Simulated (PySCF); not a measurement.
A structure optimised at PBE0-D3(BJ)/def2-SVP, used in a PySCF frequency run:

```xyz
8

N     -1.4543     1.1607     0.5444
Si    -0.3718    -0.0273     0.0252
O     -1.2337    -1.3658    -0.3771
Cl     0.9620    -0.3499     1.5534
Cl     0.7751     0.4592    -1.6312
H     -2.2874     1.3856     0.0146
H     -1.1661     1.8984     1.1739
H     -0.8212    -1.9584    -1.0132
```

Q: Write its SMILES and formula.

A: N[Si](O)(Cl)Cl, Cl2H3NOSi

Q: What are its rotational constants (standard atomic weights)?

A: 2.7481, 1.9524, 1.6169 GHz
